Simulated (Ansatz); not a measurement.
Input:

```yaml
crystal:
  periodic: [false, false, false]
  atoms:
    - { symbol: C, position_ang: [0.0907, -2.9984, 1.3602] }
    - { symbol: C, position_ang: [0.1053, -1.8096, 0.9815] }
    - { symbol: C, position_ang: [0.1579, -0.4107, 0.5235] }
    - { symbol: "N", position_ang: [-0.7088, -0.1672, -0.5314] }
    - { symbol: Al, position_ang: [-0.7643, 1.6642, -1.0733] }
    - { symbol: F, position_ang: [-2.268, 2.6734, -0.9337] }
    - { symbol: S, position_ang: [1.1836, 2.6191, -1.7889] }
    - { symbol: H, position_ang: [0.0221, -3.943, 1.6629] }
    - { symbol: H, position_ang: [-0.0246, 0.2573, 1.4526] }
    - { symbol: H, position_ang: [1.2263, -0.2099, 0.2004] }
    - { symbol: H, position_ang: [-0.4946, -0.7208, -1.3498] }
    - { symbol: H, position_ang: [1.5514, 2.9904, -0.4699] }
basis:
  gaussian: { orbitals: STO-3G }
hamiltonian:
  xc: pbe
  dispersion: d4
relax:
  f_tol: 0.02
  max_steps: 40
scf:
  lower_state_search: "off"
```

Launched with:

```bash
$ ansatz run input.yaml --threads 1 --pin off --max-ram 2048MiB --backend cpu --events-out ev --progress --plain --runs-dir out
```

Hardware: 1 thread of Intel(R) Xeon(R) 6975P-C (Granite Rapids), with other jobs on the host.

Roughly how long does this run take, and how much memory?

71 s, with a peak of 0.18 GiB, for 39 ionic steps.
